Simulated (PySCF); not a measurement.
## From computed data to an observable: chemical shift, span and skew from a shielding tensor

GeH2FCl, SMILES [F][GeH2][Cl]. Atoms are numbered in the order given.

```xyz
5

Ge     0.3689     0.4311     0.0000
F     -1.0896     1.3819     0.0000
Cl    -0.2470    -1.6297     0.0000
H      1.0997     0.7359     1.3081
H      1.0997     0.7359    -1.3081
```
Charge 0, spin multiplicity 1.

Coordinates come from a B3LYP-D3(BJ)/def2-TZVP optimisation.

GIAO shieldings from KT2/pcSseg-2 in PySCF, non-relativistic, no solvent. The symmetric part of the tensor of F2 has the principal values 257.4, 334.0, 420.2 ppm. The same nucleus in CFCl3 has σ = 125.1 ppm at this level (PySCF, at its B3LYP-D3(BJ)/def2-TZVP geometry). Without spin–orbit terms, shifts of atoms bonded to Cl or Br come out too high.

Problem. Work out the isotropic shielding, the ¹⁹F shift against CFCl3, the span and the skew.

Solution. 
σ(iso) = (σ11 + σ22 + σ33)/3 = 337.2 ppm. δ = σ(ref) − σ(iso) = 125.1 − (337.2) = -212.1 ppm.
Span Ω = σ33 − σ11 = 162.8 ppm. Skew κ = 3(σ(iso) − σ22)/Ω = 0.06. Tumbling in solution averages the tensor to δ; in a static solid the shielding alone would spread this spin-1/2 line over Ω.
